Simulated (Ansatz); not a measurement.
## Worked example: C4H5F3S → C3H5 + CSF3

Species: C4H5F3S `C=CCSC(F)(F)F`, singlet; C3H5 `[CH2]C=C`, doublet; CSF3 `FC(F)(F)[S]`, doublet. 

Shapes, held fixed at every level: PBE0-D4/def2-TZVP. Flexible molecules stand in one conformer, not always the lowest. Programs: Ansatz 0.2.0. Electronic energies: no zero-point or thermal term.

At B2PLYP/def2-TZVPP; 1 Eh = 2625.50 kJ/mol:

| species | energy (Eh) |
| --- | --- |
| C4H5F3S | -852.915167 |
| C3H5 | -117.188320 |
| CSF3 | -735.627965 |

Work out ΔE of the reaction at this level.


1. Products less reactants: (-117.188320) + (-735.627965) − [(-852.915167)] = 0.098882 Eh = +259.6 kJ/mol.

Other levels give +127.3 (HF/def2-TZVPP) to +283.5 kJ/mol (wB97M-V/def2-TZVPP). No measured value is set beside it here. Spin contamination: C3H5 (⟨S²⟩ up to 0.95). Open shells run unrestricted unless RO is named.
